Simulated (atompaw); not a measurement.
## An all-electron radial function and its pseudo partner (Te)

Columns: radius, all-electron u(r) and pseudo u(r) of the 5s shell (level -32.71 eV) of tellurium in the configuration [Kr] 4d10 5s2 5p2; PBE, scalar-relativistic, PAW (atompaw) scheme, atompaw 4.2.0.5.

```csv
r (bohr),all-electron,pseudo
0.083,-0.1870,0.0810
0.165,0.1248,0.1603
0.248,0.2777,0.2390
0.331,0.1148,0.3153
0.413,-0.1392,0.3877
0.496,-0.3366,0.4573
0.579,-0.4221,0.5227
0.662,-0.4020,0.5832
0.744,-0.3065,0.6378
0.827,-0.1646,0.6876
0.910,-0.0032,0.7317
0.992,0.1571,0.7693
1.075,0.3085,0.8014
1.158,0.4423,0.8275
1.240,0.5540,0.8475
1.323,0.6458,0.8619
1.406,0.7170,0.8708
1.488,0.7686,0.8744
1.571,0.8038,0.8729
1.654,0.8243,0.8667
1.737,0.8320,0.8561
1.819,0.8292,0.8414
1.902,0.8175,0.8227
1.985,0.7988,0.8003
2.067,0.7746,0.7749
2.150,0.7458,0.7458
```

Q: How many radial nodes do the two functions have?

A: The all-electron 5s function has n − l − 1 = 4 (the table is too coarse to show those close to the nucleus); the pseudo-wave has 0, since the states of the same l below it are removed with the core.

Q: Where does each function peak?

A: Outermost all-electron maximum near 1.74 bohr, pseudo maximum near 1.49 bohr (to the table’s step).

Q: Is the pseudo-wave norm-conserving?

A: No, it belongs to a PAW set: the norm inside the radius is not constrained, and the difference is carried by the augmentation charge.
